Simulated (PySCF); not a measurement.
Start geometry of `OC1=C/C=C\C=C/C=C\1` from GFN2-xTB (Å):
```
atom  x, y, z in Å
O1     2.3264    1.4498    0.5711
C2     1.3535    0.6408    0.0518
C3     1.3925   -0.6881    0.1504
C4     0.4325   -1.6194   -0.4397
C5    -0.8827   -1.6246   -0.2485
C6    -1.6354   -0.7069    0.6088
C7    -1.6586    0.6170    0.5118
C8    -0.9505    1.4137   -0.4928
C9     0.3577    1.4193   -0.7066
H10    2.9788    0.9173    1.0422
H11    2.2376   -1.1538    0.6499
H12    0.8815   -2.4127   -1.0281
H13   -1.4780   -2.4142   -0.6935
H14   -2.2670   -1.1964    1.3425
H15   -2.3052    1.1904    1.1665
H16   -1.5827    2.0828   -1.0660
H17    0.7927    2.0971   -1.4299
```

Problem. What comes out of this run: PBE/def2-SV(P) geometry optimisation, gas phase in PySCF?

Solution. 
```
atom  x, y, z in Å
O1     2.302    1.330    0.459
C2     1.267    0.534    0.048
C3     1.304   -0.825    0.155
C4     0.318   -1.799   -0.321
C5    -1.030   -1.813   -0.141
C6    -1.846   -0.863    0.629
C7    -1.862    0.491    0.547
C8    -1.102    1.339   -0.388
C9     0.230    1.354   -0.618
H10    2.997    0.757    0.855
H11    2.241   -1.262    0.561
H12    0.752   -2.682   -0.833
H13   -1.575   -2.696   -0.527
H14   -2.580   -1.330    1.316
H15   -2.601    1.029    1.173
H16   -1.706    2.095   -0.928
H17    0.638    2.111   -1.316
```

The energy falls by 5.3 kcal/mol over 6 energy and gradient evaluations, the largest force component goes from 0.0232 to 4.2e-04 Eh/bohr, and the atoms move by 0.149 Å rms after alignment. Among the bonds, C2=C3 and C4=C5 change most and about equally (+0.031 Å). Bonds longer at the end by more than 0.005 Å: 15 of 17; shorter: 0. Among the angles that change most is C5–C4–H12, from 119.0° to 116.2°. Rotational constants go from 2594, 1616, 1152 to 2534, 1544, 1070 MHz. The orientation of the end geometry is arbitrary; only internal coordinates are fixed.

The run used 142 basis functions and 47 SCF cycles in all. Time: 2.0 min of wall time; peak memory 0.58 GiB. Hardware: one thread of an Arm Neoverse N1, no GPU, shared host with 64 logical CPUs at a one-minute load of 60.

Not checked by PBE/def2-SV(P) frequencies. One conformer, not necessarily the lowest.
